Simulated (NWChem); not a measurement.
System: YClF$_{2}$; SMILES [Y]([F])([F])[Cl]

def2 effective core potentials on Y; no spin-orbit coupling.

**Question.** Give the equilibrium geometry at PBE0/def2-SVP with def2 effective core potentials on Y (NWChem) as a list of bonds and angles, with the point group.

**Answer.** point group C2v; any orientation.
Bonds (Å): Y1–F2 1.982, Y1–F3 1.982, Y1–Cl4 2.466. Bond angles (°): F2–Y1–F3 117.7, F2–Y1–Cl4 121.1, F3–Y1–Cl4 121.1.
